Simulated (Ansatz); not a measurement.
Problem. Predict a relaxed structure of `FC(F)(F)c1ccc(-c2ccc(-c3ccc(-c4ccc(C(F)(F)F)o4)o3)o2)o1`, charge 0, singlet, at r2SCAN-D4/def2-SVP (Ansatz).

Solution. 
```
atom    x (Å)    y (Å)    z (Å)
  F1  -0.0517   0.5340  -6.6227
  C2   0.9192  -0.3951  -6.6063
  F3   0.3141  -1.5844  -6.4457
  F4   1.5203  -0.3916  -7.8052
  C5   1.9259  -0.1328  -5.5454
  C6   3.2762   0.0963  -5.5869
  C7   3.6809   0.2804  -4.2357
  C8   2.5379   0.1465  -3.4678
  C9   2.3025   0.2238  -2.0569
 C10   3.1373   0.4577  -0.9789
 C11   2.3209   0.4132   0.1786
 C12   1.0359   0.1555  -0.2655
 C13  -0.2141  -0.0033   0.4040
 C14  -1.4966  -0.2606  -0.0450
 C15  -2.3197  -0.3064   1.1088
 C16  -1.4892  -0.0732   2.1881
 C17  -1.7169   0.0055   3.5970
 C18  -0.8838   0.2385   4.6747
 C19  -1.7126   0.1932   5.8315
 C20  -2.9794  -0.0625   5.3770
 C21  -4.2814  -0.2278   6.0734
 F22  -4.8238  -1.4377   5.8510
 F23  -5.1877   0.6811   5.6734
 F24  -4.1042  -0.0866   7.3951
 O25  -2.9954  -0.1783   4.0248
 O26  -0.2076   0.1113   1.7619
 O27   1.0254   0.0405  -1.6208
 O28   1.4685  -0.1052  -4.2697
 H29   3.8962   0.1283  -6.4804
 H30   4.6846   0.4850  -3.8688
 H31   4.2097   0.6385  -1.0241
 H32   2.6218   0.5512   1.2148
 H33  -1.7898  -0.3974  -1.0838
 H34  -3.3916  -0.4865   1.1595
 H35   0.1878   0.4182   4.6255
 H36  -1.4197   0.3304   6.8705
```
Point group Cs (tolerance 0.1 Å). This is one stationary point.

Single mean-field runs in def2-SVP are fitted with def2-universal-jkfit.
